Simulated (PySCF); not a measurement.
Isomers of C4H11ClOSi2, one conformer each; single-point electronic energies without zero-point terms and without any empirical dispersion term.

Level: PBE0/pcSseg-1 in PySCF, non-relativistic, each on one gas-phase PBE0-D3(BJ)/def2-SVP geometry that isn't relaxed in the solvent. The solvent is an IEF-PCM continuum (Bondi radii, 1.10 Å for H, scaled by 1.2). Only the electrostatic response of the medium enters.

```tsv
isomer	relative energy, gas (kcal/mol)	dipole (D)
`C1C[Si](Cl)(CC1)O[SiH3]`	0.0	1.68
`C1C[Si@](CCl)(O[SiH2]1)C`	24.5	1.25
`O([SiH3])[Si@@H](Cl)CC1CC1`	28.7	1.62
```

Question: How do the relative energies look in acetonitrile (ε = 35.69)?

Answer: 
| isomer | relative energy, solvent (kcal/mol) | E(solvent) − E(gas) (kcal/mol) | dipole in solvent (D) |
| --- | --- | --- | --- |
| `C1C[Si](Cl)(CC1)O[SiH3]` | 0.0 | -2.3 | 2.16 |
| `C1C[Si@](CCl)(O[SiH2]1)C` | 22.6 | -4.2 | 1.57 |
| `O([SiH3])[Si@@H](Cl)CC1CC1` | 28.3 | -2.7 | 2.10 |

The order is unchanged. Conformers: `[SiH3:1][O:2][Si:3]1([Cl:4])[CH2:5][CH2:6][CH2:7][CH2:8]1` with Si1–O2–Si3–Cl4 4°, O2–Si3–C5–C6 110°, Si3–C5–C6–C7 35°, C5–C6–C7–C8 -50°, C6–C7–C8–Si3 38°; `[CH3:1][Si@:2]1([CH2:3][Cl:4])[CH2:5][CH2:6][SiH2:7][O:8]1` with C1–Si2–C3–Cl4 -67°, C1–Si2–C5–C6 -93°, Si2–C5–C6–Si7 -33°, C5–C6–Si7–O8 28°, C6–Si7–O8–Si2 -10°; `[SiH3:1][O:2][Si@@H:3]([Cl:4])[CH2:5][CH:6]1[CH2:7][CH2:8]1` with Si1–O2–Si3–Cl4 -15°, O2–Si3–C5–C6 -179°, Si3–C5–C6–C7 -155°. `C1C[Si@](CCl)(O[SiH2]1)C` gains most from the continuum, while `C1C[Si](Cl)(CC1)O[SiH3]` has the largest gas-phase dipole. The gains span 1.9 kcal/mol, the gas-phase energies 28.7 kcal/mol.
